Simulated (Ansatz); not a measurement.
Cost and result for the atomization energy of CH$_{5}$Sb, SMILES `[CH3][SbH2]` (7 atoms, 6 bonds).

Cartesian coordinates in Å:
```
C -0.8521 0.0066 -0.1895
Sb 1.2751 0.1413 -0.5499
H -1.3177 0.9446 -0.4914
H -1.2589 -0.8008 -0.7982
H -1.0589 -0.1851 0.8611
H 1.6452 -1.2557 0.3662
H 1.5673 1.1491 0.8017
```

Charge 0, multiplicity 1. Correlated methods include outer-core shells of Sb, which these sets cover unevenly. Sb: def2 effective core potential. The geometry is a stationary point of PBE0-D4/def2-TZVP. Program: Ansatz. All runs use 2 threads of a server CPU on a shared host. Times are those of one run each, without the atoms' runs, and a repeat can differ threefold. Electronic energies, without spin–orbit coupling; frozen cores. CCSD(T)/CBS adds CCSD(T) − MP2 in def2-TZVPP to the MP2 limit, and its time is that of the two runs behind it. T1 = 0.013. With those shells the extrapolation isn't a true limit.

CCSD(T)/CBS is a level of theory with its own doubt, some kJ/mol a heavy atom from the limit and from the frozen cores, so smaller differences don't rank the functionals.

```tsv
level	functions	wall time
revPBE-D4/def2-TZVPP	151	1 s
BLYP-D4/def2-TZVPP	151	1 s
CCSD(T)/def2-SVP	65	1.2 s
PBE-D4/def2-TZVPP (with forces)	151	1.3 s
r2SCANh-D4/def2-TZVPP	151	2.7 s
B2PLYP/def2-TZVPP	151	2.7 s
PBE-QIDH/def2-TZVPP	151	3.1 s
PBE0-D4/def2-TZVPP	151	3.1 s
B97M-V/def2-TZVPP	151	3.4 s
ωB97M-V/def2-TZVPP (with forces)	151	4.9 s
MP2/def2-QZVPP	289	10 s
CCSD(T)/def2-TZVPP	151	18 s
CCSD(T)/CBS(def2)	–	28 s
```

Q: What atomization energy does each give, and how far from CCSD(T)/CBS? (An estimate is asked.)

A: The calculation gave: 
```csv
level,atomization (kJ/mol),difference from CCSD(T)/CBS,per bond
revPBE-D4/def2-TZVPP,2050.0,-31.8,-5.3
BLYP-D4/def2-TZVPP,2084.6,2.8,0.5
CCSD(T)/def2-SVP,1931.6,-150.2,-25.0
PBE-D4/def2-TZVPP (with forces),2088.7,6.9,1.1
r2SCANh-D4/def2-TZVPP,2056.0,-25.8,-4.3
B2PLYP/def2-TZVPP,2052.2,-29.6,-4.9
PBE-QIDH/def2-TZVPP,2037.1,-44.7,-7.4
PBE0-D4/def2-TZVPP,2060.9,-20.9,-3.5
B97M-V/def2-TZVPP,2100.0,18.2,3.0
ωB97M-V/def2-TZVPP (with forces),2072.3,-9.5,-1.6
MP2/def2-QZVPP,2024.0,-57.8,-9.6
CCSD(T)/def2-TZVPP,2028.8,-53.0,-8.8
CCSD(T)/CBS(def2),2081.8,0.0,0.0
```

In def2-TZVPP, CCSD(T) changes the Hartree–Fock value by +545.3 kJ/mol (the triples alone add +25.0 kJ/mol) and MP2 by +508.9 kJ/mol; breaking electron pairs costs correlation energy, which Hartree–Fock lacks. At CCSD(T), def2-SVP lies −150.2 kJ/mol from the extrapolated value and def2-TZVPP −53.0 kJ/mol: correlation converges slowly with the basis, and small sets miss more of it in the bonded molecule than in its fragments. From PBE to PBE0 (25 % exact exchange), in def2-TZVPP and without D4, the atomization energy moves by −26.1 kJ/mol: exact exchange takes away binding that semilocal exchange gives to molecules.
